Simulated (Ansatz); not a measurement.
The Se2–H6 bond of H4SeSi (SMILES [SiH3][SeH]) is stretched (multiplicity 1, the rest rigid).
Geometry at rest (charge 0, multiplicity 1):
```xyz
6

Si    -1.4109    -0.5597     0.0508
Se     0.7062     0.3230    -0.0277
H     -1.6337    -1.3177     1.3013
H     -2.3080     0.6138     0.0017
H     -1.6695    -1.4457    -1.1051
H      1.3547    -0.9972     0.0329
```

Correlated levels freeze the cores. Filled d and f shells under p-block atoms count as core.

Programs: Ansatz (a program for electronic structure) with Gaussian orbitals. 

Energies above the point at 1.472 Å (the B3LYP-D3(BJ) bond length), FIC-MRCISD+Q on CASSCF(4,3)/def2-TZVPP (kcal/mol): 6.67 at 1.325 Å; 4.39 at 1.619 Å; 82.12 at 4.711 Å.

### Question
Take the last value as the depth D of a Morse curve D(1 − e^(−a(R − R₀)))², fit a and R₀ to the two near points, and test it at 1.987 and 2.576 Å.

### Answer

With D = 82.1, both near points (counted from the curve's value at 1.472 Å) are met by a = 1.75 Å⁻¹ and R₀ = 1.469 Å, so k = 2Da² = 501 kcal/(mol Å²). The curve then gives 29.1 and 60.1 kcal/mol; the level itself gives 30.7 and 65.5, so Morse is off by -1.5 and -5.4.

Doubts at one or more of the structures used: active orbitals that take no part (FIC-MRCISD+Q on CASSCF(4,3)/def2-TZVPP).
